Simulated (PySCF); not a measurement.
## Vertical excitation energies

Compound: C3H6F3NSi.
SMILES with atom numbers: `[F:1][C:2]([F:3])([F:4])[CH2:5]/[CH:6]=[N:7]/[SiH3:8]` (hydrogens: H9, H10 on C5; H11 on C6; H12, H13, H14 on Si8)

Structure used (GFN2-xTB), in Å, numbered top down from 1:
```xyz
14
C3H6F3NSi angstrom
F     -3.3703   -0.4506   -0.6147
C     -2.2288   -0.5170    0.0883
F     -2.5529   -0.2492    1.3630
F     -1.8348   -1.7958    0.0558
C     -1.1781    0.4330   -0.4501
C      0.0878    0.3453    0.3640
N      1.1907    0.1708   -0.1848
Si     2.8151    0.0247    0.3758
H     -0.9730    0.1829   -1.4919
H     -1.5890    1.4442   -0.3883
H     -0.0625    0.4500    1.4462
H      3.4767    1.1353   -0.3019
H      3.0111    0.1111    1.8268
H      3.2074   -1.2852   -0.1303
```

The calculation used TDDFT PBE0/def2-SVPD, vertical, gas phase, core orbitals frozen in the response in PySCF.

```tsv
state	E (eV)	λ (nm)	f	main configurations (H = HOMO, L = LUMO)
S1	4.22	294.1	0.0003	H→L (99%)
S2	6.24	198.7	0.031	H→L+1 (98%)
S3	7.19	172.4	0.020	H→L+2 (93%)
S4	7.34	168.9	0.011	H→L+4 (51%), H→L+3 (36%), H-1→L (10%)
S5	7.41	167.4	0.160	H-1→L (50%), H→L+4 (35%), H→L+3 (11%)
S6	7.52	164.8	0.376	H→L+3 (48%), H-1→L (34%), H→L+4 (11%)
```

Triplets, Tamm–Dancoff:

```csv
state,E (eV),λ (nm),"main configurations (H = HOMO, L = LUMO)"
T1,3.59,345.1,H→L (98%)
T2,5.03,246.5,"H-1→L (80%), H-3→L (12%)"
```

The lowest singlet comes at 294 nm (407 kJ/mol) in the ultraviolet; it is dark (f under 0.0005); its leading configuration is HOMO→LUMO (99%). The strongest level in the table is S6 at 7.52 eV (165 nm, f = 0.376). It is the last of those listed, so stronger ones may follow. Löwdin shares by element: HOMO nitrogen 57%, carbon 20% or more, silicon 10%; LUMO carbon 44% or more, nitrogen 33%, silicon 6% (atoms not listed hold the other 17%). Orbital energies (eV): HOMO-3 -10.83, HOMO-2 -9.95, HOMO-1 -9.22, HOMO -7.37, LUMO -1.09, LUMO+1 0.18, LUMO+2 0.84. The listed states span 3.31 eV, and the widest gap between neighbours is 2.02 eV (S1 to S2). The oscillator strengths of these states sum to 0.598; summed over the whole spectrum of an exact calculation they would give the number of electrons, 72 (Thomas–Reiche–Kuhn). No computed singlet lies in the visible range (380 to 750 nm); the lowest, at 294 nm, stands 0.95 eV above its violet end (3.26 eV). Only the lowest 6 singlets were computed, as vertical energies without vibronic structure.

Time: 74 s (grids of density and orbitals included); peak memory 0.88 GiB. Hardware: one thread, Arm Neoverse N1 (aarch64), no GPU, shared host with 64 logical CPUs at a one-minute load of 55.

One conformer stands for the species.
